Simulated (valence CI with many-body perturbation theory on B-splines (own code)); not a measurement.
## Ir XLVI: E2, M1 decay

Method: relativistic CI+MBPT: four valence electrons over a frozen Dirac-Fock core [Ar] 3d10, radial functions for each j: 11 s, 11 p, 9 d, 7 f, 5 g, 2 h, 1 i, with the one-electron correlation potential Σ1, the two-electron term Σ2, the three-electron term Σ3, Breit, model QED; selected CI, second order for the rest (own B-spline code, finite nucleus).

The last digits are not significant, and no measured levels were compared; by estimate large intervals hold to a few tenths of a per cent, small ones and those within an open d or f shell to about a per cent.

Lines 1 to 13 of 13 in falling wavelength, among levels below 566.42 eV, chosen from the decays that carry over 1 % of a level's rate. Wavelengths and rates use the calculated energies. Electric multipoles are in the length gauge, E1 and E2 with the static RPA response of the core. Weak lines are less certain than strong ones. Lines between different terms over intervals too small for the method are left out, as are lines whose strength nearly cancels.

Levels are named by their leading jj configuration (3d3/2^4 stands for four electrons in 3d with j = 3/2), which in mixed levels can hold well under half, so a name can repeat and another be missing.

| λ vac (nm) | Upper | Lower | Type | A (s⁻¹) | Branch % |
| --- | --- | --- | --- | --- | --- |
| 14.74 | (4s^2 4p3/2 4d5/2) J=4 | (4s 4p1/2 4p3/2^2) J=3 | M1 | 5.10e+05 | 6.2 |
| 11.13 | (4s^2 4p3/2 4d5/2) J=4 | (4s^2 4p1/2 4d5/2) J=3 | M1 | 7.08e+06 | 86.7 |
| 11.13 | (4s^2 4p3/2 4d5/2) J=4 | (4s^2 4p1/2 4d5/2) J=3 | E2 | 1.21e+05 | 1.5 |
| 10.93 | (4s^2 4p3/2 4d5/2) J=4 | (4s^2 4p1/2 4d5/2) J=2 | E2 | 1.77e+05 | 2.2 |
| 10.85 | (4s^2 4p1/2 4p3/2) J=1 | (4s^2 4p1/2^2) J=0 | M1 | 9.59e+06 | 100.0 |
| 10.54 | (4s^2 4p3/2^2) J=2 | (4s^2 4p1/2 4p3/2) J=2 | M1 | 7.78e+06 | 44.5 |
| 10.54 | (4s^2 4p3/2^2) J=2 | (4s^2 4p1/2 4p3/2) J=2 | E2 | 6.35e+05 | 3.6 |
| 10.44 | (4s^2 4p1/2 4p3/2) J=2 | (4s^2 4p1/2^2) J=0 | E2 | 3.48e+05 | 99.9 |
| 10.14 | (4s^2 4p3/2^2) J=2 | (4s^2 4p1/2 4p3/2) J=1 | M1 | 8.05e+06 | 46.1 |
| 10.14 | (4s^2 4p3/2^2) J=2 | (4s^2 4p1/2 4p3/2) J=1 | E2 | 3.05e+05 | 1.7 |
| 9.726 | (4s^2 4p3/2^2) J=0 | (4s^2 4p1/2 4p3/2) J=2 | E2 | 1.28e+06 | 6.1 |
| 9.391 | (4s^2 4p3/2^2) J=0 | (4s^2 4p1/2 4p3/2) J=1 | M1 | 1.91e+07 | 91.4 |
| 6.030 | (4s^2 4p3/2 4d5/2) J=4 | (4s 4p1/2^2 4p3/2) J=2 | E2 | 1.25e+05 | 1.5 |
